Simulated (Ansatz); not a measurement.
AlCl₂, doublet, geometry from GFN2-xTB (such geometries of metal compounds can be far from the true shape); R2SCAN/cc-pVDZ run with Ansatz (a first-principles code).

Input for Ansatz:
Ansatz 0.2 input:
```yaml
crystal:
  periodic: [false, false, false]
  atoms:
    - {symbol: Al, position_ang: [0.00160221, 0.63542259, 0.02351302]}
    - {symbol: Cl, position_ang: [1.85128917, -0.24859337, 0.01717242]}
    - {symbol: Cl, position_ang: [-1.85251440, -0.23731802, -0.03515296]}
basis:
  gaussian:
    orbitals: cc-pVDZ
hamiltonian:
  xc: r2scan
magnetization: {spin_polarized: true, initial_magnetization: 1}
accuracy: high
```

It wrote (shortened):

```
Functional definition: r2SCAN
1123 factors; integrals over basis functions are off by at most 3.1e-9 eV
mean field evaluation 1: about -31641.7101 eV, gradient 1.2e1 eV
mean field evaluation 2: about -31641.3262 eV, gradient 1.5e1 eV
mean field evaluation 4: about -31642.5983 eV, gradient 3.4e-1 eV
mean field evaluation 8: about -31642.5948 eV, gradient 3.1e-3 eV
mean field evaluation 16: about -31642.5948 eV, gradient 5.2e-7 eV
mean field -31642.59482198 eV, -1162.8439115867 hartree, gradient 7.0e-9 eV, S^2 0.752665; 0 other end points of the search recorded, 0 dependent functions left out
reference -31642.59482512 eV, -1162.8439117021 hartree; 24, 23 occupied and 30, 31 virtual orbitals, 1123 factors
Total energy: -31642.59482512 eV, -1162.8439117021 hartree
```
